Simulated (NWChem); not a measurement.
Program: NWChem. System: HClSi, charge 0, spin multiplicity 1, at a geometry optimised with B3LYP/def2-SVP. The structure started from a generated list of species. Level: MP2/def2-TZVP, 10 core orbitals frozen.

Input file:

```
start mol
memory heap 200 mb stack 900 mb global 1100 mb
geometry units angstroms nocenter noautoz
  Si    -0.752358    -0.821805     0.000000
  H      0.323690    -1.922101     0.000000
  Cl     0.600548     0.789846     0.000000
  symmetry group Cs
end
basis spherical
  * library def2-tzvp
end
scf
  rhf
  nopen 0
  maxiter 100
  thresh 1e-7
  semidirect memsize 60000000 filesize 0
end
mp2
  freeze core 10
end
task mp2 energy
```

Part of the output:

```
             Northwest Computational Chemistry Package (NWChem) 7.3.0
             --------------------------------------------------------

                                NWChem Input Module
                                -------------------

 Scaling coordinates for geometry "geometry" by  1.889725989
 (inverse scale =  0.529177249)

 Turning off AUTOSYM since
 SYMMETRY directive was detected!

                             Geometry "geometry" -> ""
                             -------------------------

 Output coordinates in angstroms (scale by  1.889725989 to convert to a.u.)

  No.       Tag          Charge          X              Y              Z
 ---- ---------------- ---------- -------------- -------------- --------------
    1 Si                  14.0000    -0.75235800    -0.82180500     0.00000000
    2 H                    1.0000     0.32369000    -1.92210100     0.00000000
    3 Cl                  17.0000     0.60054800     0.78984600     0.00000000

 Effective nuclear repulsion energy (a.u.)      67.9667757630

            Nuclear Dipole moment (a.u.)
            ----------------------------
        X                 Y               Z
 ---------------- ---------------- ----------------
    -0.0000113384     0.0000207870     0.0000000000

      Symmetry information
      --------------------

 Group name             Cs
 Group number              2
 Group order               2
 No. of unique centers     3

      Symmetry unique atoms

     1    2    3


 Summary of "ao basis" -> "" (spherical)
 ------------------------------------------------------------------------------
       Tag                 Description            Shells   Functions and Types
 ---------------- ------------------------------  ------  ---------------------
 *                         def2-tzvp                  on all atoms

 Summary of "ao basis" -> "ao basis" (spherical)
 ------------------------------------------------------------------------------
       Tag                 Description            Shells   Functions and Types
 ---------------- ------------------------------  ------  ---------------------
 Si                        def2-tzvp                13       37   5s5p2d1f
 H                         def2-tzvp                 4        6   3s1p
 Cl                        def2-tzvp                13       37   5s5p2d1f

                                 NWChem SCF Module
                                 -----------------

  ao basis        = "ao basis"
  functions       =    80
  atoms           =     3
  closed shells   =    16
  open shells     =     0
  charge          =   0.00
  wavefunction    = RHF
  use symmetry    = T
  symmetry adapt  = T

 Summary of "ao basis" -> "ao basis" (spherical)
 ------------------------------------------------------------------------------
       Tag                 Description            Shells   Functions and Types
 ---------------- ------------------------------  ------  ---------------------
 Si                        def2-tzvp                13       37   5s5p2d1f
 H                         def2-tzvp                 4        6   3s1p
 Cl                        def2-tzvp                13       37   5s5p2d1f

      Symmetry analysis of basis
      --------------------------

        a'         55
        a"         25

 Forming initial guess at       0.0s

      Superposition of Atomic Density Guess
      -------------------------------------

 Sum of atomic energies:        -748.81290830

      Non-variational initial energy
[...]
    40     -0.165833  2 H  s

 Vector   17  Occ=0.000000D+00  E= 5.967622D-03  Symmetry=a"
              MO Center= -7.2D-01, -8.3D-01, -5.4D-16, r^2= 3.6D+00
   Bfn.  Coefficient  Atom+Function         Bfn.  Coefficient  Atom+Function
  ----- ------------  ---------------      ----- ------------  ---------------
    20      0.704855  1 Si pz                17      0.339691  1 Si pz
    63     -0.254713  3 Cl pz

 Vector   18  Occ=0.000000D+00  E= 1.056937D-01  Symmetry=a'
              MO Center= -8.9D-01, -8.3D-01, -5.0D-15, r^2= 5.2D+00
   Bfn.  Coefficient  Atom+Function         Bfn.  Coefficient  Atom+Function
  ----- ------------  ---------------      ----- ------------  ---------------
    19      1.216277  1 Si py                48     -0.731926  3 Cl s
    40      0.541812  2 H  s                 61      0.351702  3 Cl px
    18      0.261885  1 Si px                62      0.258904  3 Cl py
    16      0.177651  1 Si py

 Vector   19  Occ=0.000000D+00  E= 1.602462D-01  Symmetry=a'
              MO Center= -8.6D-01, -7.9D-01,  3.0D-15, r^2= 5.7D+00
   Bfn.  Coefficient  Atom+Function         Bfn.  Coefficient  Atom+Function
  ----- ------------  ---------------      ----- ------------  ---------------
    40      2.054264  2 H  s                 18     -1.464375  1 Si px
     5     -1.455938  1 Si s                 19      0.729096  1 Si py
    48      0.408818  3 Cl s                 62     -0.382877  3 Cl py
     4     -0.275924  1 Si s                  3      0.176979  1 Si s

 center of mass
 --------------
 x =   0.00821530 y =   0.07952310 z =   0.00000000

 moments of inertia (a.u.)
 ------------------
         158.270552585020        -118.724697369515           0.000000000000
        -118.724697369515         101.962140598412           0.000000000000
           0.000000000000           0.000000000000         260.232693183432

  Mulliken analysis of the total density
  --------------------------------------

    Atom       Charge   Shell Charges
 -----------   ------   -------------------------------------------------------
    1 Si  14    13.63   2.00  0.59  1.38  1.09  0.69  4.10  1.74  0.41  1.01  0.36  0.08  0.15  0.03
    2 H    1     1.05   0.23  0.56  0.24  0.01
    3 Cl  17    17.32   2.01  0.45  1.52  1.08  0.87  4.18  1.69  1.07  2.88  1.54  0.01  0.03  0.00

       Multipole analysis of the density wrt the origin
       ------------------------------------------------

     L   x y z        total         open         nuclear
     -   - - -        -----         ----         -------
     0   0 0 0     -0.000000      0.000000     32.000000

     1   1 0 0     -0.249727      0.000000     -0.000011
     1   0 1 0     -0.489681      0.000000      0.000021
     1   0 0 1      0.000000      0.000000      0.000000

     2   2 0 0    -21.890929      0.000000     50.568254
     2   1 1 0      0.456245      0.000000     57.485938
     2   1 0 1     -0.000000      0.000000      0.000000
     2   0 2 0    -20.004483      0.000000     84.831078
     2   0 1 1      0.000000      0.000000      0.000000
     2   0 0 2    -18.005766      0.000000      0.000000

                   NWChem MP2 Semi-direct Energy/Gradient Module
                   ---------------------------------------------

  Basis functions       =     80
  Molecular orbitals    =     80
  Frozen core           =     10
  Frozen virtuals       =      0
  Active alpha occupied =      6
  Active beta occupied  =      6
  Active alpha virtual  =     64
  Active beta virtual   =     64
  Use MO symmetry       = T
  Use skeleton AO sym   = T

  AO/Fock/Back tols     =   1.0D-09  1.0D-09  1.0D-09

 GA uses MA = F    GA memory limited = T

 Available:
  local mem=  1.26D+08
 global mem=  1.44D+08
 local disk=  0.00D+00
  mp2_memr nvloc                    64
  nvloc new                    64
   1 passes of   6:        4194304                      32248                   4177192.
   1 passes of   6: M    126152204           G      144166400           F     121957900.

 Semi-direct pass number   1 of   1  for RHF alpha+beta  at        0.7s
  vrange nnbf                  3191
  mp2_eaftype                    15  avail_ma_in_mb                  1099
 EAF : mp2_eaftype filesize          15    2088596.
  mp2_eaf for mointskh                     15
Node 0 wrote      9.8 Mb in      0.0 s     Agg I/O rate:  4315.4 Mb/s
 Done moints_semi at        1.5s
  mp2_eaftype                    15  avail_ma_in_mb                  1084
 EAF : mp2_eaftype filesize          15    2088596.
  mp2_eaf for kh                    15
 Done maket at        1.6s
 Done multipass loop at        1.6s

          -------------------------------------------
          SCF energy                -749.028454434916
          Correlation energy          -0.282013863041
          Singlet pairs               -0.188085296845
          Triplet pairs               -0.093928566196
          Total MP2 energy          -749.310468297957
          -------------------------------------------

          ---------------------------------------------------
                    Spin Component Scaled (SCS) MP2
          Same spin pairs                     -0.062619044130
          Same spin scaling factor             0.333333333333
          Opposite spin pairs                 -0.219394818911
          Opposite spin scaling fact.          1.200000000000
          SCS-MP2 correlation energy          -0.284146797403
          Total SCS-MP2 energy              -749.312601232319
          ---------------------------------------------------

 -----------------------
 Performance information
 -----------------------

 Timer overhead =  1.42D-07 seconds/call

               Nr. of calls         CPU time (s)                 Wall time (s)                GFlops
             ---------------    -------------------     ------------------------------   -------------------
Name         Min   Avg   Max    Min     Avg     Max     Min     Avg     Max   Mx/calls   Min     Max     Sum
mp2: moin     1     1     1   0.84    0.84    0.84     0.84    0.84    0.84    0.84      0.0     0.0     0.0
mp2: make     1     1     1   3.09E-2 3.09E-2 3.09E-2  3.09E-2 3.09E-2 3.09E-2 3.09E-2   0.0     0.0     0.0
mp2: tota     1     1     1   0.90    0.90    0.90     0.90    0.90    0.90    0.90      0.0     0.0     0.0

 The average no. of pstat calls per process was 3.00D+00
 with a timing overhead of 4.27D-07s

 Task  times  cpu:        1.6s     wall:        1.6s

 Total times  cpu:        1.6s     wall:        1.6s
```
